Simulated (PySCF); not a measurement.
Se(Cl)(GeH3) (ClGeH₃Se), SMILES Cl[Se][GeH3]. Geometry optimised at PBE0-D3(BJ)/def2-SVP.

Method: PBE0-D3(BJ)/def2-SVP run with PySCF.

Harmonic wavenumbers (cm⁻¹): 102, 123, 284, 406, 528, 541, 807, 859, 880, 2162, 2182, 2184. Rotational constants (GHz): 4.866, 1.596, 1.221; symmetry number 1.

Q: Work out the zero-point energy and the ideal-gas rigid-rotor harmonic-oscillator thermochemistry at 298.15 K and 1 atm.

A: ZPE = ½ Σ hcν = ½ × 11058 cm⁻¹ = 66.14 kJ/mol. H − E(el) = 83.31 kJ/mol. Entropy in J/(mol K): translation 174.19, rotation 116.81, vibration 44.30, total 335.30. G − E(el) = -16.66 kJ/mol. Cp = 79.82 J/(mol K). Modes under 150 cm⁻¹ make the vibrational entropy uncertain.
